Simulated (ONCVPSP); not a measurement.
# What one change does to a pseudopotential (iridium, ONCV)

Ir, optimised norm-conserving Vanderbilt (ONCV), made with ONCVPSP 4.0.1 (PBEsol, scalar-relativistic). Core [Kr] 4d10 4f14, reference 5s2 5p6 5d7 6s2. Waves: 5s+6s: rc 1.85 bohr, ncon 4, nbas 7, qcut 5 1/bohr, 2 projectors; 5p: rc 1.85 bohr, ncon 3, nbas 7, qcut 5.8 1/bohr, 1 projector; 5d: rc 1.85 bohr, ncon 3, nbas 8, qcut 9.5 1/bohr, local; f scattering state at 0.32 Ha: rc 2.30 bohr, ncon 5, nbas 10, qcut 5.3 1/bohr, 1 projector. Local part: the d channel. Core correction: polynomial model core, fcfact 0.15.

All-electron outer shells of the reference configuration (PBEsol, scalar-relativistic, ld1.x):

```csv
shell,level (eV),outermost node (bohr),outermost maximum (bohr)
5s,-98.04,0.50,0.89
4f,-62.24,–,0.39
5p,-54.72,0.54,1.01
5d,-7.18,0.59,1.31
6s,-6.37,1.17,2.38
```

Change: p: ncon 4, nbas 8.

Cutoffs: the cutoffs (Ha) at which the residual kinetic energy of the hardest occupied pseudo-wave falls to 1 and 0.1 mHa per electron; they do not see the model core or the augmentation charge, which bear on the density cutoff. Errors are all-electron minus pseudo energies relative to the spin-unpolarised reference configuration.

Q: Predict the effect on cutoff, ghosts and configuration errors.

A: The potential gets neither clearly harder nor softer (19 Ha and 40 Ha → 19 Ha and 40 Ha); of the 4 tests that both files solve, the error grows in 0 and shrinks in 1 by more than 15 % and 0.3 meV (median size 27.0 → 27.0 meV); neither file shows a bound ghost.

```csv
quantity,base,changed
"cutoff, loose",19 Ha,19 Ha
"cutoff, tight",40 Ha,40 Ha
loose cutoff by channel,"s 11 Ha, p 13 Ha, d 19 Ha","s 11 Ha, p 14 Ha, d 19 Ha"
bound ghosts,none,none
GHOST(+) flags under 300 eV,none,none
"error for 5s2 5p6 5d7 6s1, meV [ΔE 9.93 eV]",-6.6,-6.6
"error for 5s2 5p6 5d7 6s0, meV [ΔE 27.43 eV]",-27,-27
"error for 5s2 5p6 5d6 6s0, meV [ΔE 58.00 eV]",-27,-27
"error for 5s2 5p6 5d7 6s1 6p1, meV [ΔE 5.39 eV]",-45,-34
s: phases at 1.88 bohr within 0.05 rad from the reference energy up to (Ha; the scan ends near 5),to the end of the scan,to the end of the scan
p: phases at 1.88 bohr within 0.05 rad from the reference energy up to (Ha; the scan ends near 5),0.7,1.0
d: phases at 1.88 bohr within 0.05 rad from the reference energy up to (Ha; the scan ends near 5),2.4,2.4
f: phases at 2.33 bohr within 0.05 rad from the reference energy up to (Ha; the scan ends near 5),n/a,n/a
"rms error of d²Exc/dni dnj with the model core, mHa",0.84,0.83
```
